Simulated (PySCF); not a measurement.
IK, charge +1, doublet, at a GFN2-xTB geometry (such geometries of metal compounds can be far from the true shape) (a state made from the parent by changing its charge; the spin is typed, not shown lowest) (core potentials on I); PySCF with PBE/def2-SV(P).

Here is a job for PySCF.
```python
from pyscf import gto, scf, dft

mol = gto.M(
    atom='''
K    -0.00000000   -0.00000000   -2.72907542
I     0.00000000    0.00000000    0.97834779
''',
    basis='def2-sv(p)',
    ecp={'I': 'def2-sv(p)'},
    charge=1,
    spin=1,
    verbose=4,
)

mf = dft.UKS(mol)
mf.xc = 'pbe'
mf.kernel()
mf.analyze()
```

It wrote (shortened):

```
PySCF version 2.14.0

[INPUT] verbose = 4
[INPUT] num. atoms = 2
[INPUT] num. electrons = 43
[INPUT] charge = 1
[INPUT] spin (= nelec alpha-beta = 2S) = 1
[INPUT] symmetry False subgroup None
[INPUT] Mole.unit = angstrom
[INPUT] Symbol           X                Y                Z      unit          X                Y                Z       unit  Magmom
[...]
nuclear repulsion = 67.7988891338359
number of shells = 20
number of NR pGTOs = 112
number of NR cGTOs = 50
basis = def2-sv(p)
ecp = {'I': 'def2-sv(p)'}

******** <class 'pyscf.dft.uks.UKS'> ********
method = UKS
initial guess = minao
damping factor = 0
level_shift factor = 0
DIIS = <class 'pyscf.scf.diis.CDIIS'>
diis_start_cycle = 1
diis_space = 8
diis_damp = 0
SCF conv_tol = 1e-09
SCF conv_tol_grad = None
SCF max_cycles = 50
direct_scf = True
direct_scf_tol = 1e-13
number electrons alpha = 22  beta = 21
XC library pyscf.dft.libxc version 7.1.2
    S. Lehtola, C. Steigemann, M. J. T. Oliveira, and M. A. L. Marques,  SoftwareX 7, 1–5 (2018)
XC functionals = pbe
    J. P. Perdew, K. Burke, and M. Ernzerhof,  Phys. Rev. Lett. 77, 3865 (1996)
    J. P. Perdew, K. Burke, and M. Ernzerhof,  Phys. Rev. Lett. 78, 1396 (1997)
    J. P. Perdew, K. Burke, and M. Ernzerhof,  Phys. Rev. Lett. 77, 3865 (1996)
    J. P. Perdew, K. Burke, and M. Ernzerhof,  Phys. Rev. Lett. 78, 1396 (1997)
radial grids:
    Treutler-Ahlrichs [JCP 102, 346 (1995); DOI:10.1063/1.469408] (M4) radial grids

becke partition: Becke, JCP 88, 2547 (1988); DOI:10.1063/1.454033
pruning grids: <function nwchem_prune>
grids dens level: 3
symmetrized grids: False
atomic radii adjust function: <function treutler_atomic_radii_adjust>
small_rho_cutoff = 0
Set gradient conv threshold to 3.16228e-05
tot grids = 42000
init E= -866.402591350835

cycle= 1 E= -894.632944847461  delta_E= -28.2  |g|= 2.24  |ddm|= 6.15
cycle= 2 E= -884.453974823761  delta_E= 10.2  |g|= 2.49  |ddm|= 7.02
cycle= 3 E= -895.710431540733  delta_E= -11.3  |g|= 0.858  |ddm|= 5.89

cycle= 4 E= -897.030327705056  delta_E= -1.32  |g|= 0.31  |ddm|= 2.64
cycle= 5 E= -897.107946493208  delta_E= -0.0776  |g|= 0.0983  |ddm|= 1.27
cycle= 6 E= -897.113344722941  delta_E= -0.0054  |g|= 0.0551  |ddm|= 1.12
cycle= 7 E= -897.114461564367  delta_E= -0.00112  |g|= 0.0444  |ddm|= 1.12

cycle= 8 E= -897.115231426687  delta_E= -0.00077  |g|= 0.0334  |ddm|= 1.12

cycle= 9 E= -897.115032838502  delta_E= 0.000199  |g|= 0.0365  |ddm|= 1.12

cycle= 10 E= -897.115318792394  delta_E= -0.000286  |g|= 0.0319  |ddm|= 0.354

cycle= 11 E= -897.115322673103  delta_E= -3.88e-06  |g|= 0.0319  |ddm|= 0.544

cycle= 12 E= -897.114644403219  delta_E= 0.000678  |g|= 0.042  |ddm|=  1.1

cycle= 13 E= -897.114588209292  delta_E= 5.62e-05  |g|= 0.0427  |ddm|= 0.00148

cycle= 14 E= -897.115312391864  delta_E= -0.000724  |g|= 0.032  |ddm|= 0.0211

cycle= 15 E= -897.113520388956  delta_E= 0.00179  |g|= 0.0547  |ddm|= 1.12

cycle= 16 E= -897.113731847745  delta_E= -0.000211  |g|= 0.0526  |ddm|= 0.00422

cycle= 17 E= -897.114057469544  delta_E= -0.000326  |g|= 0.049  |ddm|= 0.00685

cycle= 18 E= -897.113789495457  delta_E= 0.000268  |g|= 0.0519  |ddm|= 0.00567

cycle= 19 E= -897.112211808281  delta_E= 0.00158  |g|= 0.0665  |ddm|= 0.0285

cycle= 20 E= -897.114556400656  delta_E= -0.00234  |g|= 0.0431  |ddm|= 0.164

cycle= 21 E= -897.111858781736  delta_E= 0.0027  |g|= 0.0694  |ddm|= 0.166

cycle= 22 E= -897.113660241866  delta_E= -0.0018  |g|= 0.0533  |ddm|= 1.13

cycle= 23 E= -897.11325050489  delta_E= 0.00041  |g|= 0.0573  |ddm|= 0.00793

cycle= 24 E= -897.096885513131  delta_E= 0.0164  |g|= 0.145  |ddm|= 1.16
cycle= 25 E= -897.11128333398  delta_E= -0.0144  |g|= 0.0738  |ddm|= 0.142

cycle= 26 E= -897.114869730328  delta_E= -0.00359  |g|= 0.0389  |ddm|= 0.0754

cycle= 27 E= -897.113591959129  delta_E= 0.00128  |g|= 0.054  |ddm|= 0.0372

cycle= 28 E= -897.114875668753  delta_E= -0.00128  |g|= 0.0388  |ddm|= 0.0776

cycle= 29 E= -897.114652829602  delta_E= 0.000223  |g|= 0.0418  |ddm|= 0.0405

[...]

cycle= 33 E= -897.099535753949  delta_E= 0.0131  |g|= 0.135  |ddm|= 0.143

cycle= 34 E= -897.113805852248  delta_E= -0.0143  |g|= 0.0518  |ddm|= 0.167

cycle= 35 E= -897.114709588041  delta_E= -0.000904  |g|= 0.0411  |ddm|= 0.0295

cycle= 36 E= -897.113772580616  delta_E= 0.000937  |g|= 0.0521  |ddm|= 1.12

cycle= 37 E= -897.113778566866  delta_E= -5.99e-06  |g|= 0.0521  |ddm|= 0.00915

cycle= 38 E= -897.11499536721  delta_E= -0.00122  |g|= 0.0371  |ddm|= 1.11

cycle= 39 E= -897.112696156637  delta_E= 0.0023  |g|= 0.0624  |ddm|= 1.11
cycle= 40 E= -897.110831691048  delta_E= 0.00186  |g|= 0.0771  |ddm|= 0.037

cycle= 41 E= -897.111863573236  delta_E= -0.00103  |g|= 0.0693  |ddm|= 0.0184

cycle= 42 E= -897.10348486024  delta_E= 0.00838  |g|= 0.118  |ddm|= 0.0992

cycle= 43 E= -897.112848276122  delta_E= -0.00936  |g|= 0.0611  |ddm|= 1.15

cycle= 44 E= -897.110012708084  delta_E= 0.00284  |g|= 0.0826  |ddm|= 0.0425

cycle= 45 E= -897.114863142305  delta_E= -0.00485  |g|= 0.039  |ddm|=  1.1

cycle= 46 E= -897.112320457976  delta_E= 0.00254  |g|= 0.0656  |ddm|= 0.23

cycle= 47 E= -897.115030648193  delta_E= -0.00271  |g|= 0.0366  |ddm|= 0.34

cycle= 48 E= -897.112239221335  delta_E= 0.00279  |g|= 0.0663  |ddm|= 1.09

cycle= 49 E= -897.114576558247  delta_E= -0.00234  |g|= 0.0428  |ddm|= 0.0897

cycle= 50 E= -897.115319957612  delta_E= -0.000743  |g|= 0.0319  |ddm|= 1.05
SCF not converged.
SCF energy = -897.115319957612 after 50 cycles  <S^2> = 0.75067744  2S+1 = 2.0006773
**** SCF Summaries ****
Total Energy =                        -897.115319957611973
Nuclear Repulsion Energy =              67.798889133835900
One-electron Energy =                -1469.241227797106603
Two-electron Energy =                  504.327018705658645
Two-electron Coulomb Energy =          559.591594097782036
DFT Exchange-Correlation Energy =      -55.264575392123405
**** MO energy ****
                             alpha | beta                alpha | beta
[...]
spin_pop of  0 K 1s       -0.00000
spin_pop of  0 K 2s       -0.00000
spin_pop of  0 K 3s       -0.00000
spin_pop of  0 K 4s       -0.00370
spin_pop of  0 K 5s       -0.00062
spin_pop of  0 K 2px       0.00000
spin_pop of  0 K 2py       0.00000
spin_pop of  0 K 2pz      -0.00000
spin_pop of  0 K 3px       0.00000
spin_pop of  0 K 3py       0.00000
spin_pop of  0 K 3pz      -0.00000
spin_pop of  0 K 4px      -0.00019
spin_pop of  0 K 4py       0.00479
spin_pop of  0 K 4pz      -0.00186
spin_pop of  0 K 3dxy      0.00000
spin_pop of  0 K 3dyz      0.00023
spin_pop of  0 K 3dz^2     0.00001
spin_pop of  0 K 3dxz      0.00002
spin_pop of  0 K 3dx2-y2    0.00000
spin_pop of  0 K 4dxy      0.00000
spin_pop of  0 K 4dyz      0.00255
spin_pop of  0 K 4dz^2    -0.00123
spin_pop of  0 K 4dxz     -0.00026
spin_pop of  0 K 4dx2-y2    0.00000
spin_pop of  1 I 4s       -0.00001
spin_pop of  1 I 5s        0.00035
spin_pop of  1 I 6s       -0.00033
spin_pop of  1 I 7s        0.00012
spin_pop of  1 I 4px      -0.00004
spin_pop of  1 I 4py       0.00302
spin_pop of  1 I 4pz       0.01395
spin_pop of  1 I 5px       0.00089
spin_pop of  1 I 5py       0.00043
spin_pop of  1 I 5pz       0.00224
spin_pop of  1 I 6px       0.00155
spin_pop of  1 I 6py       0.16387
spin_pop of  1 I 6pz       0.80834
spin_pop of  1 I 7px       0.00484
spin_pop of  1 I 7py       0.00037
spin_pop of  1 I 7pz       0.00043
spin_pop of  1 I 4dxy     -0.00126
spin_pop of  1 I 4dyz     -0.00108
spin_pop of  1 I 4dz^2    -0.00132
spin_pop of  1 I 4dxz     -0.00219
spin_pop of  1 I 4dx2-y2    0.00017
spin_pop of  1 I 5dxy      0.00143
spin_pop of  1 I 5dyz      0.00111
spin_pop of  1 I 5dz^2     0.00136
spin_pop of  1 I 5dxz      0.00219
spin_pop of  1 I 5dx2-y2   -0.00017
In total            22.00000 | 21.00000

WARN: System has nonzero charge 1; the dipole moment is origin-dependent.
Location of origin: [0. 0. 0.]

Dipole moment(X, Y, Z, Debye):  0.00000, -0.00000, -11.44253
```

The run did not converge; its last values are not results.
